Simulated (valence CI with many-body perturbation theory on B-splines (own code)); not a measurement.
# Energy levels of Xe41+

Method: relativistic CI+MBPT: three valence electrons over a frozen Dirac-Fock core [Ne], a basis of 11 s, 11 p, 10 d, 8 f, 5 g, 2 h functions for each j, with the one-electron correlation potential Σ1 (screened to all orders), the two-electron term Σ2, the three-electron term Σ3, Breit, model QED; selected single and double excitations, second order for the rest, scaled by the run's own slope (own B-spline code, finite nucleus).

The last digits are not significant, and no measured levels were compared; by estimate large intervals hold to a few tenths of a per cent, small ones and those within an open d or f shell to about a per cent.

Levels 91 to 135 of 156, with energies above the lowest level, (3s^2 3p1/2) J=1/2. "Leading %" is the weight of the configuration and term that name the level; weights of strongly mixed levels are sums over their largest components and can fall short, so below about 35 % the name and the second component can differ from the true leading terms, or belong to a minority configuration. In the jj column 3d3/2^4 stands for four electrons in 3d with j = 3/2. Lifetimes count E1, E2, E3, M1 and M2 decay at the calculated energies, and are blank where another channel may lead or the interval is too uncertain; long ones can be off by a factor of two.

| No. | Configuration | Term | J | E (Ry) | Leading % | Leading jj | Lifetime | g |
| --- | --- | --- | --- | --- | --- | --- | --- | --- |
| 91 | 3p.3d2 | 4P° | 1/2 | 49.886 | 47 | 3p1/2 3d3/2 3d5/2 (100 %) | 6.46 ps | 1.766 |
| 92 | 3p.3d2 | 2H° | 9/2 | 49.950 | 36 | 3p1/2 3d3/2 3d5/2 (91 %) | 9.30 ps | 1.070 |
| 93 | 3p.3d2 | 4D° | 5/2 | 50.911 | 29 | 3p1/2 3d3/2 3d5/2 (94 %) | 2.44 ps | 1.143 |
| 94 | 3p.3d2 | 4D° | 7/2 | 51.005 | 43 | 3p1/2 3d3/2 3d5/2 (63 %) | 3.36 ps | 1.245 |
| 95 | 3p.3d2 | 4D° | 3/2 | 51.388 | 32 | 3p1/2 3d3/2 3d5/2 (90 %) | 2.34 ps | 1.347 |
| 96 | 3p.3d2 | 2H° | 9/2 | 51.610 | 38 | 3p1/2 3d5/2^2 (84 %) | 9.06 ps | 1.077 |
| 97 | 3p.3d2 | 2F° | 7/2 | 51.690 | 41 | 3p1/2 3d5/2^2 (64 %) | 4.64 ps | 1.067 |
| 98 | 3p.3d2 | 2F° | 5/2 | 51.975 | 39 | 3p1/2 3d5/2^2 (91 %) | 6.38 ps | 1.106 |
| 99 | 3p.3d2 | 4P° | 3/2 | 52.020 | 31 | 3p1/2 3d5/2^2 (94 %) | 4.62 ps | 1.394 |
| 100 | 3p.3d2 | 2P° | 1/2 | 53.529 | 79 | 3p1/2 3d5/2^2 (86 %) | 4.10 ps | 0.658 |
| 101 | 3p.3d2 | 4F° | 3/2 | 54.682 | 32 | 3p3/2 3d3/2^2 (93 %) | 1.59 ps | 0.855 |
| 102 | 3p.3d2 | 4F° | 5/2 | 54.989 | 42 | 3p3/2 3d3/2^2 (78 %) | 1.67 ps | 1.029 |
| 103 | 3p.3d2 | 4D° | 1/2 | 55.112 | 78 | 3p3/2 3d3/2^2 (94 %) | 1.54 ps | 0.236 |
| 104 | 3p.3d2 | 4F° | 7/2 | 55.153 | 32 | 3p3/2 3d3/2^2 (68 %) | 1.76 ps | 1.132 |
| 105 | 3p.3d2 | 4G° | 9/2 | 55.289 | 43 | 3p3/2 3d3/2 3d5/2 (94 %) | 2.67 ps | 1.194 |
| 106 | 3p.3d2 | 4G° | 11/2 | 55.462 | 87 | 3p3/2 3d3/2 3d5/2 (55 %) | 4.37 ps | 1.243 |
| 107 | 3p.3d2 | 2F° | 7/2 | 55.486 | 47 | 3p3/2 3d3/2 3d5/2 (89 %) | 2.47 ps | 1.169 |
| 108 | 3p.3d2 | 4D° | 3/2 | 55.880 | 54 | 3p3/2 3d3/2 3d5/2 (54 %) | 1.72 ps | 1.247 |
| 109 | 3p.3d2 | 4D° | 5/2 | 55.977 | 44 | 3p3/2 3d3/2 3d5/2 (91 %) | 2.55 ps | 1.368 |
| 110 | 3p.3d2 | 2S° | 1/2 | 56.078 | 49 | 3p3/2 3d3/2 3d5/2 (94 %) | 2.10 ps | 1.895 |
| 111 | 3p.3d2 | 2F° | 5/2 | 56.334 | 55 | 3p3/2 3d3/2 3d5/2 (89 %) | 2.07 ps | 1.033 |
| 112 | 3p.3d2 | 4D° | 7/2 | 56.364 | 61 | 3p3/2 3d3/2 3d5/2 (78 %) | 2.63 ps | 1.273 |
| 113 | 3p.3d2 | 4S° | 3/2 | 56.444 | 36 | 3p3/2 3d3/2 3d5/2 (64 %) | 1.66 ps | 1.594 |
| 114 | 3p.3d2 | 4P° | 5/2 | 56.877 | 42 | 3p3/2 3d5/2^2 (65 %) | 2.85 ps | 1.362 |
| 115 | 3p.3d2 | 2G° | 7/2 | 57.004 | 43 | 3p3/2 3d3/2 3d5/2 (52 %) | 2.23 ps | 1.104 |
| 116 | 3p.3d2 | 2H° | 11/2 | 57.095 | 87 | 3p3/2 3d5/2^2 (55 %) | 4.74 ps | 1.109 |
| 117 | 3p.3d2 | 2G° | 9/2 | 57.116 | 57 | 3p3/2 3d5/2^2 (66 %) | 3.04 ps | 1.112 |
| 118 | 3p.3d2 | 2D° | 3/2 | 57.377 | 44 | 3p3/2 3d3/2 3d5/2 (83 %) | 1.88 ps | 1.009 |
| 119 | 3p.3d2 | 2F° | 7/2 | 57.619 | 59 | 3p3/2 3d5/2^2 (58 %) | 2.82 ps | 1.155 |
| 120 | 3p.3d2 | 2D° | 5/2 | 57.740 | 73 | 3p3/2 3d3/2 3d5/2 (61 %) | 1.84 ps | 1.156 |
| 121 | 3p.3d2 | 2P° | 1/2 | 57.889 | 80 | 3p3/2 3d5/2^2 (68 %) | 2.15 ps | 0.759 |
| 122 | 3p.3d2 | 2G° | 9/2 | 57.946 | 75 | 3p3/2 3d3/2 3d5/2 (63 %) | 2.22 ps | 1.152 |
| 123 | 3p.3d2 | 2D° | 3/2 | 58.291 | 61 | 3p3/2 3d3/2 3d5/2 (72 %) | 1.61 ps | 1.049 |
| 124 | 3p.3d2 | 2F° | 5/2 | 58.359 | 85 | 3p3/2 3d3/2 3d5/2 (90 %) | 2.06 ps | 0.906 |
| 125 | 3p.3d2 | 2P° | 1/2 | 59.157 | 90 | 3p3/2 3d3/2 3d5/2 (67 %) | 1.78 ps | 0.668 |
| 126 | 3p.3d2 | 2P° | 3/2 | 59.228 | 79 | 3p3/2 3d5/2^2 (94 %) | 3.12 ps | 1.298 |
| 127 | 3p.3d2 | 2F° | 7/2 | 59.229 | 55 | 3p3/2 3d5/2^2 (82 %) | 2.33 ps | 1.079 |
| 128 | 3p.3d2 | 2D° | 5/2 | 59.367 | 72 | 3p3/2 3d5/2^2 (86 %) | 2.39 ps | 1.176 |
| 129 | 3p.3d2 | 2P° | 3/2 | 60.310 | 61 | 3p3/2 3d5/2^2 (80 %) | 1.86 ps | 1.225 |
| 130 | 3d3 | 4F | 3/2 | 65.770 | 68 | 3d3/2^3 (86 %) | 1.51 ps | 0.563 |
| 131 | 3d3 | 4F | 5/2 | 66.661 | 91 | 3d3/2^2 3d5/2 (95 %) | 1.87 ps | 1.038 |
| 132 | 3d3 | 4F | 7/2 | 67.091 | 60 | 3d3/2^2 3d5/2 (80 %) | 2.07 ps | 1.110 |
| 133 | 3d3 | 2G | 9/2 | 67.183 | 42 | 3d3/2^2 3d5/2 (93 %) | 2.23 ps | 1.091 |
| 134 | 3d3 | 4P | 3/2 | 67.196 | 44 | 3d3/2^2 3d5/2 (89 %) | 1.68 ps | 1.305 |
| 135 | 3d3 | 4P | 1/2 | 67.440 | 67 | 3d3/2^2 3d5/2 (97 %) | 1.69 ps | 2.012 |
